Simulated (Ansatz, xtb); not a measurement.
# C2H5AlF: where a starting geometry ends

The starting geometry of this gas-phase doublet was built from a drawn formula by distance geometry and a force field; its bonds are those of `[CH2][AlH][CH2]F`.

```xyz
9

C    -3.0754    0.9558   -0.3110
C    -0.9754   -0.3046    2.0840
Al   -2.7873   -0.0817    1.4132
F    -0.8437    0.2197    3.3451
H    -2.7495    2.0346   -0.1737
H    -2.5874    0.4987   -1.1425
H    -3.9834   -0.6932    2.2066
H    -0.1992    0.1735    1.3659
H    -0.7204   -1.3899    2.1006
```

Question: Where would you expect an optimisation with r2SCAN-D4/def2-SVP to take it?

Answer: It keeps its bonds, and is `[CH2][AlH][CH2]F`.

The energy falls by 0.64 eV over 24 steps:

| step | E − E(last) (eV) |
| --- | --- |
| 1 | 0.641 |
| 4 | 0.190 |
| 6 | 0.143 |
| 9 | 0.098 |
| 11 | 0.034 |
| 14 | 0.007 |
| 16 | 0.004 |
| 19 | 0.001 |
| 21 | 0.000 |
| 24 | 0.000 |

Final geometry (Å):

```xyz
9

C    -2.8531    0.7944   -0.3677
C    -0.9142   -0.2003    2.1992
Al   -2.7182    0.0154    1.3982
F    -0.9966   -0.7750    3.4746
H    -1.9986    1.1345   -0.9718
H    -3.8019    0.9552   -0.9010
H    -4.0136   -0.4429    2.1919
H    -0.3754    0.7661    2.2888
H    -0.2500   -0.8345    1.5758
```

From the same start GFN2-xTB ends elsewhere, differing in Al3–F4 (1.90 against 2.81 Å here).

The end wasn't checked by frequencies. Open shells are spin-unrestricted. Run with Ansatz 0.2.0, 110 s on 2 threads of Arm Neoverse V2, on a shared host.
